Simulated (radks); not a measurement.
Spin polarisation of the 3d6 shell in the iron ion Fe2+. Start: [Ar] 3d(up 3, down 3); electrons of 3d are moved from spin down to spin up, other shells keep equal spins. All-electron calculation, scalar-relativistic Kohn-Sham, SCAN, spin-polarised, spherical densities, finite nucleus; meta-GGA in the generalised Kohn-Sham scheme; Fermi nuclear charge, rms radius of each element as measured or else 0.836 A^(1/3) + 0.57 fm. Program: a radial shooting solver on a logarithmic mesh with Libxc functionals.

\begin{tabular}{lrrrrrr}
moment (Bohr magnetons) & E - E(0) (eV) & e(3d up) (eV) & e(3d down) (eV) & 3p down minus up (eV) & 3s down minus up (eV) & 2p down minus up (eV) \\ \hline
0 & 0.000 & -25.603 & -25.603 & 0.000 & 0.000 & 0.000 \\
1 & -0.341 & -26.214 & -24.909 & 1.398 & 1.411 & 0.501 \\
2 & -1.311 & -26.740 & -24.126 & 2.799 & 2.826 & 0.998 \\
3 & -2.937 & -27.180 & -23.250 & 4.206 & 4.249 & 1.500 \\
4 & -5.226 & -27.531 & -22.269 & 5.623 & 5.686 & 1.984 \\
\end{tabular}

At moment 4 the spin-polarisation energy is -5.226 eV and the 3d exchange splitting 5.262 eV, that is 1.316 eV per Bohr magneton; E = -I m^2/4 would give I = 1.307 eV.
